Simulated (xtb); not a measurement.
1,1,2-trichloro-2-fluoroethene (C₂Cl₃F), SMILES FC(Cl)=C(Cl)Cl. All values are semi-empirical tight-binding results from xtb (GFN2-xTB unless named), good for trends rather than for accurate numbers. Coordinates come from a GFN2-xTB optimisation.

```yaml
point_group_as_xtb_finds_it: Cs
orbital_gap: 3.92 eV
dipole_moment: 0.78 D
zero_point_energy: 9.6 kcal/mol
G − E(el) at 298.15 K (modified RRHO): -10.7 kcal/mol
static polarisability (D4 model): 66.2 bohr³
solvation energy, GFN2-xTB/ALPB(water): 0.1 kcal/mol
solvation energy, GFN2-xTB/ALPB(octanol): -3.4 kcal/mol
```
